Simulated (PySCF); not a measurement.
Interval between two levels of Ne³⁺ by level of theory

Ne³⁺ [He] 2s2 2p3 [4S3/2, M_J = 3/2] → Ne³⁺ [He] 2s1 2p3 3s1 [6S5/2, M_J = 5/2], as a difference of total energies. All numbers are calculated (PySCF 2.14, the two-component X2C-1e Hamiltonian, in x2c-TZVPall-2c with one added diffuse shell each of s, p, d type (6s4p3d1f, 40 functions)). Correlated levels: 1s2 frozen. "Screened" scales the spin-orbit matrix elements by Boettger's factors to mimic the two-electron term; Breit and QED terms are absent.

```
                    method  interval between two levels (cm⁻¹)
 GHF (screened spin-orbit)                              548980
GMP2 (screened spin-orbit)                              563410
```

The labels give the starting determinants; with spin-orbit coupling the two ends relaxed to ⟨J²⟩ = 3.75, ⟨L²⟩ = 0.00, ⟨S²⟩ = 3.75 and ⟨J²⟩ = 8.75, ⟨L²⟩ = 0.00, ⟨S²⟩ = 8.75.
